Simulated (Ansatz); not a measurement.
`C[BH][AlH][F]` and `C[BH][Al]([OH])[F]` differ in one atom or group.

Ansatz, PBE0-D4/def2-TZVP geometries, multiplicity 1. Each molecule was computed in one conformer, which needn't be the lowest.

```csv
property,`C[BH][AlH][F]`
LUMO energy (PBE0/def2-TZVPP) / eV,-2.01
HOMO energy (PBE0/def2-TZVPP) / eV,-7.29
size of the dipole moment (PBE/def2-TZVPP) / D,2.18
HOMO energy (PBE/def2-TZVPP) / eV,-6.09
HOMO energy (B3LYP/def2-TZVPP) / eV,-7.12
HOMO–LUMO gap (PBE0/def2-TZVPP) / eV,5.27
```

(1) Give the same properties after the change, and the shifts. (An estimate is asked.)

Answers

(1) The calculation gave: 
| property | `C[BH][Al]([OH])[F]` | shift |
| --- | --- | --- |
| LUMO energy (PBE0/def2-TZVPP) / eV | -2.35 | -0.34 |
| HOMO energy (PBE0/def2-TZVPP) / eV | -7.71 | -0.42 |
| size of the dipole moment (PBE/def2-TZVPP) / D | 1.55 | -0.63 |
| HOMO energy (PBE/def2-TZVPP) / eV | -6.50 | -0.41 |
| HOMO energy (B3LYP/def2-TZVPP) / eV | -7.53 | -0.41 |
| HOMO–LUMO gap (PBE0/def2-TZVPP) / eV | 5.36 | 0.09 |

With PBE0 the HOMO falls by 0.42 eV and the LUMO falls by 0.34 eV, so the gap widens by about 0.08 eV. PBE moves the HOMO by -0.41 eV and ωB97M-V by -0.45 eV. Dipoles are sizes alone; their direction can turn.

B3LYP here is the variant with VWN-RPA as its local correlation; programs differ in this.
